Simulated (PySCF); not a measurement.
C2H4N, SMILES N(=[CH])C, multiplicity 2. Geometry optimised at PBE-D3(BJ)/def2-TZVP. The isomer is the one that the SMILES or the coordinates give; other isomers of the formula were not compared.

These are PBE-D3(BJ)/def2-TZVP run with PySCF values and carry that method's errors.

Harmonic wavenumbers (cm⁻¹): 170, 327, 677, 876, 944, 1069, 1076, 1369, 1425, 1435, 1867, 2845, 2935, 3029, 3049. Rotational constants (GHz): 66.72, 10.64, 9.741; symmetry number 1.

Task: Work out the zero-point energy and the ideal-gas rigid-rotor harmonic-oscillator thermochemistry at 298.15 K and 1 atm.

Result: ZPE = ½ Σ hcν = ½ × 23093 cm⁻¹ = 33.01 kcal/mol. H − E(el) = 36.20 kcal/mol. Entropy in cal/(mol K): translation 37.14, rotation 21.37, vibration 4.51, spin 1.38, total 64.40. G − E(el) = 17.00 kcal/mol. Cp = 14.24 cal/(mol K).
